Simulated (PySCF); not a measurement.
**Correlation energy of Al (aluminium, neutral)**

[Ne] 3s2 3p1, 2P determinant. Computed with PySCF 2.14 in cc-pVDZ-DK, with scalar relativity by spin-free X2C-1e. Frozen: [Ne]; 3 electrons correlated.

MP2 pair energies summed by pair of shells (mhartree):

| pair | energy | share (%) |
| --- | --- | --- |
| 3s-3s | -18.29 | 59.9 |
| 3s-3p | -12.26 | 40.1 |

Total MP2 correlation energy: -30.55 mhartree.

Same-spin part -2.11 and opposite-spin part -28.44 mhartree; SCS-MP2 scales them by 1/3 and 6/5 to -34.83 mhartree.

```json
{"level": "CCSD", "correlation energy (mhartree)": "-47.01"}
{"level": "(T)", "correlation energy (mhartree)": "-0.68"}
{"level": "CCSD(T)", "correlation energy (mhartree)": "-47.69"}
```

Diagnostics: T1 = 0.014, D1 = 0.0334, largest double amplitude 0.106.

Is a single reference adequate?

Mostly. T1 lies below 0.03, but a double amplitude of this size points to a near-degeneracy that CCSD handles and MP2 describes poorly.
